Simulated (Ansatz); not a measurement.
Species: ReO$_{3}$, charge 0, multiplicity 2. The spin state was set by rule; other spins were not relaxed. 
Structure (B3LYP-D3(BJ)/def2-TZVP (Ansatz, a program for electronic structure) minimum search):
```
Re
O 1 1.7087
O 1 1.7087 2 115.19
O 1 1.7087 2 115.19 3 137.84
```
Charge 0, spin multiplicity 2.

Total electronic energies in hartree. Cores are frozen in the correlated levels unless marked. UHF or UKS for open shells. No spin-orbit coupling. The frozen core is the preceding noble-gas configuration, with the filled d and f shells of earlier blocks. In def2 rows, elements after Kr have scalar-relativistic effective core potentials. 

The UHF reference is spin-contaminated (<S^2> 0.46 over the pure value in the largest basis). The T1 diagnostic of CCSD in the largest basis is 0.057, which is high, so the coupled-cluster rows are less sure than usual.

| level | program | energy (Eh) |
|---|---|---|
| HF/def2-TZVPP | Ansatz | -302.21216 |
| r2SCAN/def2-TZVPD | Ansatz | -304.09428 |
| r2SCAN-D4/def2-TZVPD | Ansatz + dftd4 | -304.09499 |
| PBE0/def2-TZVPD | Ansatz | -303.88278 |
| HSE06-D4/def2-TZVPD | Ansatz + dftd4 | -303.87633 |
| RI-MP2/def2-QZVPP | Ansatz | -303.29563 |
| RI-MP2/def2-QZVPPD | Ansatz | -303.29692 |
| CCSD(T)/def2-SVP | Ansatz | -302.72865 |

Totals of different functionals don't rank their quality; only differences between species are comparable.
